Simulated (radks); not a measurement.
The numbers below are computed, except where a source is named.
Species: the boron ion B+. Configuration: [He] 2s2.

Level of theory: scalar-relativistic Kohn-Sham, LB94 model potential, spin-polarised, spherical densities, finite nucleus; Fermi nuclear charge, rms radius 2.406 fm (a radial shooting solver on a logarithmic mesh with Libxc functionals).

Energy parts (hartree):
part                 energy
kinetic            24.34166
electron-nucleus  -54.74396
Hartree             9.66010
(The LB94 potential has no energy functional, so no total or exchange-correlation energy is given.)

Orbitals (lengths in bohr, moments of r in powers of bohr):
[
 {"orbital": "1s", "occ.": "2", "eigenvalue (hartree)": "-7.81703", "<1/r>": "4.668"},
 {"orbital": "2s", "occ.": "2", "eigenvalue (hartree)": "-0.88461", "<1/r>": "0.8063"}
]

The highest occupied level is 2s at -24.072 eV. For comparison, the ionisation energy in NIST's Atomic Spectra Database is 25.155 eV (measured). In exact Kohn-Sham theory the highest level is minus the ionisation energy, but local and semilocal functionals leave it too shallow, through self-interaction and a potential that decays too fast; potentials with the right tail come closer. The density falls to 0.001 e/bohr^3 at r = 3.35 bohr. Summed over all electrons, <r^2> = 7.840 bohr^2, which gives a Langevin (diamagnetic) susceptibility term of -6.21 x 10^-6 cm^3/mol.
